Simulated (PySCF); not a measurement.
**Stationary points of ClSe₂⁺**

All numbers come from PBE0 in PySCF with Cl def2-TZVP, Se def2-TZVP; no relativity; density-fitted integrals.

Relaxations began from a few typed shapes. The search is not exhaustive: other isomers or separated fragments can lie lower, and high-lying points may rest on an excited occupation.

Order these stationary points by electronic energy, lowest first, in kJ/mol from the lowest minimum.
A. singlet D∞h: Cl–Se 2.132 Å (×2); Se–Cl–Se 180.0°
B. singlet C2v: Cl–Se 2.085 Å (×2); Se–Cl–Se 123.8°

B (0.0), A (151.5).

Which of them are minima?

By energy in kJ/mol, 0.0: minimum; 151.5: saddle point, 2 imaginary modes.

Counting electrons, chlorine keeps 2 of its valence electrons outside its bonds, so the VSEPR class is AX2E1 and the expected shape is bent (C2v), as computed.

The electron or spin density has lower symmetry than the nuclear frame for the singlet D∞h at 151.5 kJ/mol.
